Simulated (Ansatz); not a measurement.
FH2O2Sn (`[OH][Sn]([OH])[F]`) radical, relaxed with UKS PBE-D4/def2-SVP in Ansatz 0.2.0 from a rough embedded geometry. The force threshold is 0.03 eV/Å; the program also tests the step.

The species carries charge 0 and has multiplicity 2. Sn: def2 effective core potential.

Start:

```xyz
6

O     0.457   -1.242    0.783
Sn   -0.075   -0.005   -0.608
O     0.154    1.806    0.075
F    -1.937   -0.243   -0.998
H     0.275   -2.193    0.388
H     1.126    1.877    0.359
```

Problem. By how much does the energy fall, and how many steps does the optimiser take? (An estimate is asked.)

Solution. Computed: 34.82 kJ/mol, in 13 steps, 3 of them rejected.

Problem. Which bonds change most? (Best estimate.)

Solution. Computed: O1–Sn2 from 1.936 to 2.036 Å; Sn2–O3 from 1.949 to 2.030 Å; O1–H5 from 1.046 to 0.980 Å; Sn2–F4 from 1.918 to 1.973 Å.

Problem. Give the relaxed structure. (Best estimate.)

Solution. Computed: 
```xyz
6

O     0.619   -1.345    0.630
Sn    0.013   -0.001   -0.773
O     0.160    1.833    0.086
F    -1.932   -0.281   -0.938
H     0.075   -2.156    0.553
H     1.065    1.950    0.443
```
